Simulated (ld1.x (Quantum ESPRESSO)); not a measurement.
**Scattering properties, ultrasoft potential for P (Z = 15)**

```
Element                 : phosphorus
Generator               : ld1.x (Quantum ESPRESSO) 7.5
Type                    : ultrasoft
Functional              : PBE
Relativity              : non-relativistic
Frozen core             : [Ne]
Valence charge          : 5
Reference configuration : 3s2 3p3
Partial waves           : 3s (bound): rcut 1.40, rcutus 1.75 bohr; 3s channel at 2.35 Ry: rcut 1.40, rcutus 1.75 bohr; 3p (bound): rcut 1.90, rcutus 2.15 bohr; 3p channel at 0.55 Ry: rcut 1.90, rcutus 2.15 bohr; 3d channel at 0.4 Ry: rcut 1.70, rcutus 2.05 bohr; 3d channel at 2.45 Ry: rcut 1.70, rcutus 2.05 bohr
Local potential         : all-electron potential smoothed inside 1.30 bohr (lloc = -2)
Core correction         : Bessel-smoothed model core inside 1.05 bohr
Augmentation charge     : built from norm-conserving waves at rcut, not smoothed further
```

The phase is arctan(r·u′/u) with u = r·R(r), unwrapped; energies in Ry, scanned from -3 to 5 Ry. A pole is an energy at which the radial function vanishes at the test radius. The pseudo phase is shifted by a multiple of π to meet the all-electron one at the reference energy, and phase errors are pseudo minus all-electron; the curves can meet again beyond the range given. Levels narrower than the energy grid can be missing from the lists of poles.

```
channel  radius (bohr)  reference energy (Ry)  poles, all-electron  poles, pseudo  unbroken range about the reference energy with phases within 0.05 rad  phase error 1 Ry above the reference energy (rad)
      s           2.33                  -1.02                 0.12           0.11                                                        the whole range                                             -0.000
      p           2.33                  -0.41                 1.10           1.10                                                              below 4.2                                             +0.000
      d           2.33                   0.40                 2.28           2.28                                                              below 4.6                                             +0.000
```

Phases in the p channel:

```json
{"E (Ry)": "-3.00", "all-electron": "1.276", "pseudo": "1.276"}
{"E (Ry)": "-2.76", "all-electron": "1.257", "pseudo": "1.257"}
{"E (Ry)": "-2.52", "all-electron": "1.234", "pseudo": "1.234"}
{"E (Ry)": "-2.28", "all-electron": "1.206", "pseudo": "1.206"}
{"E (Ry)": "-2.04", "all-electron": "1.169", "pseudo": "1.169"}
{"E (Ry)": "-1.80", "all-electron": "1.120", "pseudo": "1.120"}
{"E (Ry)": "-1.56", "all-electron": "1.051", "pseudo": "1.051"}
{"E (Ry)": "-1.32", "all-electron": "0.948", "pseudo": "0.947"}
{"E (Ry)": "-1.08", "all-electron": "0.776", "pseudo": "0.776"}
{"E (Ry)": "-0.84", "all-electron": "0.466", "pseudo": "0.466"}
{"E (Ry)": "-0.60", "all-electron": "-0.075", "pseudo": "-0.075"}
{"E (Ry)": "-0.36", "all-electron": "-0.674", "pseudo": "-0.674"}
{"E (Ry)": "-0.12", "all-electron": "-1.052", "pseudo": "-1.052"}
{"E (Ry)": "0.12", "all-electron": "-1.259", "pseudo": "-1.259"}
{"E (Ry)": "0.36", "all-electron": "-1.382", "pseudo": "-1.382"}
{"E (Ry)": "0.60", "all-electron": "-1.463", "pseudo": "-1.463"}
{"E (Ry)": "0.84", "all-electron": "-1.522", "pseudo": "-1.522"}
{"E (Ry)": "1.08", "all-electron": "-1.568", "pseudo": "-1.568"}
{"E (Ry)": "1.32", "all-electron": "-1.606", "pseudo": "-1.605"}
{"E (Ry)": "1.56", "all-electron": "-1.639", "pseudo": "-1.639"}
{"E (Ry)": "1.80", "all-electron": "-1.669", "pseudo": "-1.669"}
{"E (Ry)": "2.04", "all-electron": "-1.699", "pseudo": "-1.699"}
{"E (Ry)": "2.28", "all-electron": "-1.729", "pseudo": "-1.729"}
{"E (Ry)": "2.52", "all-electron": "-1.761", "pseudo": "-1.761"}
{"E (Ry)": "2.76", "all-electron": "-1.796", "pseudo": "-1.797"}
{"E (Ry)": "3.00", "all-electron": "-1.837", "pseudo": "-1.838"}
{"E (Ry)": "3.24", "all-electron": "-1.886", "pseudo": "-1.889"}
{"E (Ry)": "3.48", "all-electron": "-1.949", "pseudo": "-1.954"}
{"E (Ry)": "3.72", "all-electron": "-2.034", "pseudo": "-2.044"}
{"E (Ry)": "3.96", "all-electron": "-2.156", "pseudo": "-2.177"}
{"E (Ry)": "4.20", "all-electron": "-2.344", "pseudo": "-2.388"}
{"E (Ry)": "4.44", "all-electron": "-2.645", "pseudo": "-2.735"}
{"E (Ry)": "4.68", "all-electron": "-3.089", "pseudo": "-3.235"}
{"E (Ry)": "4.92", "all-electron": "-3.566", "pseudo": "-3.712"}
```
